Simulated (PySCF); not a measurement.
AlAsF2H2. Atoms are numbered in the order given.

```xyz
6

Al     1.0352    -0.0109     0.0000
As    -1.3629     0.0616     0.0000
H     -1.3853    -0.9902     1.1052
H     -1.3853    -0.9902    -1.1052
F      1.9050     0.0050    -1.4116
F      1.9050     0.0050     1.4116
```
Charge 0, spin multiplicity 1.

Geometry: PBE0-D3(BJ)/def2-SVP.

Method: PBE0-D3(BJ)/def2-SVP in PySCF.

Frequencies are harmonic and unscaled.

```csv
mode,ν (cm⁻¹),IR (km/mol),Raman (Å⁴/amu),depolarisation,moving atoms (share of kinetic energy)
1,79,3.8,0.2,0.75,"H 86 %, F 10 %"
2,127,3.9,1.3,0.75,"F 62 %, Al 20 %, H 11 %"
3,198,24.2,1.9,0.43,"F 67 %, As 26 %"
4,212,53.0,4.8,0.55,"Al 57 %, F 32 %, H 9 %"
5,354,35.3,12.9,0.10,"Al 45 %, F 38 %, As 16 %"
6,522,5.7,1.2,0.61,H 88 %
7,582,1.6,7.0,0.75,H 96 %
8,810,144.6,1.0,0.44,"F 63 %, Al 36 %"
9,948,106.0,0.3,0.75,"Al 52 %, F 48 %"
10,991,17.8,36.3,0.75,H 99 %
11,2213,49.3,186.8,0.12,H 99 %
12,2228,64.9,128.5,0.75,H 99 %
```
